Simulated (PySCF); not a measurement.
From a computed spectrum to the compound

A species of 5 atoms with charge 1 has these harmonic modes (PBE0, small Gaussian bases with core potentials, PySCF 2.14.0):

```csv
cm⁻¹,km/mol,symmetry
69,0.5,a
125,0.3,a
211,62.8,b
323,7.6,a
346,14.0,b
393,92.4,b
405,5.3,a
2657,0.1,a
2657,30.0,b
```

**Question.** Which species is it, and in which structure?

**Answer.** [Tb(SH)2]+ (singlet in the valence; each metal's 4f electrons, 8 of them, lie in its core potential, out of spins and levels):
```xyz
5

Tb    0.0000    0.0000   -0.4673
S     1.8831   -0.0821    1.1545
H     2.8568   -0.2309    0.2172
S    -1.8831    0.0821    1.1545
H    -2.8568    0.2309    0.2172
```
Ideal gas at 298.15 K and 1 bar: S = 359.7 J/(mol K), Cp = 83.0 J/(mol K), H − H(0 K) = 18.9 kJ/mol (rigid rotor, harmonic modes, spin degeneracy alone, that of the 4f electrons in the core included). An lcecp potential fixes the number of 4f electrons, so in runs with it no electron can move into or out of that shell.
 Other answers can fit too; this one was computed.
